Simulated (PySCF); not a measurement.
Computed spin Hamiltonian

Species: C₆H₈OSi (charge +1 and doublet state).
Geometry (GFN2-xTB, Å), atoms numbered from 1 in this order:
```
atom  x, y, z in Å
C1     0.7808    0.4132   -2.1686
C2     0.5621    0.2145   -0.9999
C3     0.3599   -0.0430    0.3737
C4    -0.9369   -0.0591    0.9116
C5    -2.1069    0.1801    0.1707
C6    -3.3410    0.1603    0.7391
O7     1.3652   -0.2693    1.1532
Si8    3.0420   -0.3711    1.1085
H9     0.9482    0.5902   -3.1936
H10   -1.0159   -0.2654    1.9717
H11   -2.0048    0.3867   -0.8871
H12   -3.4766   -0.0451    1.7895
H13   -4.2279    0.3506    0.1580
H14    3.2008   -1.8190    1.2157
H15    3.5278    0.2004   -0.1415
H16    3.3157    0.3849    2.3227
```

The hyperfine couplings belong to this conformer and change with its torsions.

As a line formula: `[CH+]=[C]/C(=C\C=C)O[SiH3]` [radical] (charge +1).

Method: UKS B3LYP, pcH-1 on C H O Si, non-relativistic, mean-field spin-orbit, GIAO (PySCF 2.14.0). Geometry: GFN2-xTB, one conformer, isolated ion. A GFN2-xTB geometry isn't a minimum of the functional, and hyperfine couplings can be far from their values at a DFT geometry, by a factor of two or more for some ions and for spin on atoms past the first row. The SCF solution wasn't tested for stability.

* g1, g2, g3: 2.00214, 2.00328, 2.00423
* g_iso: 2.00322
* Form of g: rhombic: the two nearest values differ by 45 % of g3 − g1
* ⟨S²⟩: 0.7652 (exact 0.7500)
* α and β electrons: 33, 32

Isotropic coupling and dipolar principal values T1 to T3, in mT; ρ(0) is the spin density at the nucleus (MHz turned into mT with g_iso):

| atom | isotope | a_iso | of which spin–orbit | T1 | T2 | T3 | Mulliken spin population | ρ(0) (bohr⁻³) |
| --- | --- | --- | --- | --- | --- | --- | --- | --- |
| C1 | 13C | 0.40 | 0.00 | -0.43 | -0.36 | 0.79 | 0.15 | 0.0101 |
| C2 | 13C | -0.60 | 0.00 | -0.16 | -0.04 | 0.20 | -0.06 | -0.0151 |
| C3 | 13C | -0.10 | 0.00 | -0.53 | -0.44 | 0.97 | 0.15 | -0.0024 |
| C4 | 13C | 0.74 | 0.00 | -0.97 | -0.89 | 1.86 | 0.30 | 0.0185 |
| C5 | 13C | -0.93 | 0.00 | -0.30 | 0.07 | 0.23 | -0.09 | -0.0231 |
| C6 | 13C | 1.31 | 0.00 | -1.33 | -1.32 | 2.65 | 0.48 | 0.0326 |
| O7 | 17O | -0.46 | 0.00 | -1.57 | 0.77 | 0.80 | 0.12 | 0.0211 |
| Si8 | 29Si | 0.26 | 0.00 | -0.01 | 0.00 | 0.01 | -0.01 | -0.0084 |
| H9 | 1H | -0.41 | 0.00 | -0.20 | -0.04 | 0.24 | -0.01 | -0.0026 |
| H10 | 1H | -0.75 | 0.00 | -0.34 | -0.12 | 0.46 | -0.01 | -0.0047 |
| H11 | 1H | 0.13 | 0.00 | -0.14 | -0.03 | 0.17 | 0.00 | 0.0008 |
| H12 | 1H | -1.07 | 0.00 | -0.57 | -0.09 | 0.65 | -0.02 | -0.0067 |
| H13 | 1H | -1.12 | 0.00 | -0.63 | -0.06 | 0.69 | -0.02 | -0.0070 |
| H14 | 1H | 0.93 | 0.00 | -0.05 | -0.02 | 0.07 | 0.01 | 0.0058 |
| H15 | 1H | 0.02 | 0.00 | -0.04 | -0.02 | 0.06 | 0.00 | 0.0001 |
| H16 | 1H | 0.50 | 0.00 | -0.05 | -0.03 | 0.07 | 0.01 | 0.0031 |

Largest spin populations (Mulliken): C6 (+0.48), C4 (+0.30), C3 (+0.15) and C1 (+0.15). The positive populations add up to 1.22 and the negative ones to -0.22, together 2S = 1.

C2, the radical centre as drawn in `[CH+]=[C]/C(=C\C=C)O[SiH3]`, holds a spin population of -0.06 out of 1.

Axes: g3 points within 1° of the C5–C6 bond.

Under fast tumbling the dipolar parts average out, and these isotropic splittings remain: 1 × 1H (H13, I = 1/2, 2 lines) with 1.12 mT, 1 × 1H (H12, I = 1/2, 2 lines) with 1.07 mT, 1 × 1H (H10, I = 1/2, 2 lines) with 0.75 mT, 3 × 1H (H14/H15/H16, I = 1/2, 4 lines) with 0.48 mT, 1 × 1H (H9, I = 1/2, 2 lines) with 0.41 mT and 1 × 1H (H11, I = 1/2, 2 lines) with 0.13 mT.

Class means assume fast exchange of nuclei equivalent by connectivity; if that motion is slow, each nucleus keeps its own coupling. The three 1H nuclei of mean +13.5 MHz run from 0.5 to 26.1 MHz in the frozen geometry.

The 13C coupling of C6 (36.7 MHz) shows only in satellite lines or after enrichment, since that isotope makes up about 1.07 % of natural carbon.

The 17O coupling of O7 (-12.9 MHz) shows only in satellite lines or after enrichment, since that isotope makes up about 0.038 % of natural oxygen.

The spin density at the nucleus, in bohr⁻³, is negative for C5 (-0.0231), C2 (-0.0151) and Si8 (-0.0084), for instance. A restricted open-shell determinant has no negative spin density anywhere; here it arises because α and β orbitals differ (spin polarisation).
